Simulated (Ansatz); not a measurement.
A made-up structure of LiSi2H3F (charge +1), singlet:

```xyz
7
angstrom
Li -0.5724 -3.5441 0.5254
Si 0.3070 -1.0760 0.3675
F 1.7773 -0.9671 0.9657
Si -0.2716 1.1187 -0.3562
H -0.5313 0.9721 -1.8122
H -0.6750 -1.5425 1.2810
H 0.8253 2.0635 -0.0514
```

It is relaxed with PBE-D4/def2-SVP and then PBE0-D4/def2-TZVP (Ansatz 0.2.0). Atoms count as bonded within 1.22 times the sum of their covalent radii (H–H: 0.88 Å). The end point is not checked to be a true minimum.

(1) Does its bonding change? (Judge from chemistry; the calculation decides.)

Answers

(1) By the calculation: Yes. Formed: Li1–F3; broken: Li1–Si2.

Where it ends: The first stage lowers the energy by 1.80 eV in 28 steps. It ends as LiSi₂H₃F ([Li][F][SiH][SiH2]), total charge +1:
Li1  (0.957, -2.560, 2.609)
Si2  (0.072, -1.095, -0.384)
F3  (0.508, -1.788, 1.110)
Si4  (-0.174, 1.077, -0.331)
H5  (-0.379, 1.620, -1.695)
H6  (-0.954, -2.053, -0.857)
H7  (0.829, 1.823, 0.468)
(Å)

Labels in which every atom is bracketed show which atoms are joined, not bond orders.

For scale, one of the runs: PBE0-D4/def2-TZVP relaxation, 137 basis functions, launched by `ansatz run in.yaml --threads 2 --pin off --events-out ev --progress --plain --max-ram 4352MiB`. The run took about 27 s on 2 CPU threads of an Arm Neoverse V1 (shared host).
